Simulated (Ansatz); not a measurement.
Gas-phase electronic energies from Ansatz, PBE0-D4/def2-TZVP geometries. CBS: MP2 limit from def2 TZ/QZ plus the TZ coupled-cluster correction, frozen cores. This one scheme is used for every species. DFT in def2-TZVPP. B3LYP here is the variant with VWN-RPA as its local correlation; programs differ in this. Each species was taken in one conformer, which may not be the lowest.

`NC[SiH](O)F` + `[AlH2][SH]` → `NC[S][AlH2]` + `O[SiH2]F`  (substitution at a C–Si bond)

**Question.** Is it downhill or uphill in electronic energy at CCSD(T)/CBS, and by how much? (An estimate is asked.)

**Answer.** Ansatz gave: Uphill: ΔE = +51.3 kJ/mol.

**Question.** What do these levels give: LDA (SPW92), revPBE-D4, BLYP-D4, B3LYP-D4, ωB97M-V, revPBE, B3LYP, r2SCAN0, LC-ωPBE, CCSD/def2-TZVPP, SCS-MP2/def2-QZVPP, CCSD/CBS(def2)? (An estimate is asked.)

**Answer.** Ansatz gave: LDA (SPW92) 56.8, revPBE-D4 49.1, BLYP-D4 48.4, B3LYP-D4 51.0, ωB97M-V 56.6, revPBE 48.6, B3LYP 50.8, r2SCAN0 55.5, LC-ωPBE 58.3, CCSD/def2-TZVPP 55.0, SCS-MP2/def2-QZVPP 47.1, CCSD/CBS(def2) 52.5 kJ/mol.

Largest T1 diagnostic among the species: 0.011.

Leaving LDA and LC-ωPBE aside and taking each functional with its dispersion term where it has one, the values spread over 8.2 kJ/mol, from BLYP-D4 to ωB97M-V. LDA lies +6.2 kJ/mol from PBE without D4. At CCSD(T), def2-SVP lies +6.7 kJ/mol from the extrapolated value and def2-TZVPP +2.5 kJ/mol.
